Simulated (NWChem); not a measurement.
Molecule: BeHBr; SMILES [BeH][Br]

Program: NWChem. This build's default masses of Se (78.918 u) and Br (79.917 u) are each other's, which moves their modes by up to 0.6 %. Each level has its own optimisation; frequencies are unscaled.

For level BP86/def2-TZVP:

```
Item                               Value
---------------------------------  -----
highest harmonic frequency (cm⁻¹)   2123
lowest (cm⁻¹)                        494
dipole (D)                          0.20
```

**Question.** How do the values read with level BLYP/def2-SVP instead?

**Answer.** 
| Property | Value |
|---|---|
| highest harmonic frequency (cm⁻¹) | 2174 |
| lowest (cm⁻¹) | 514 |
| dipole (D) | 0.01 |
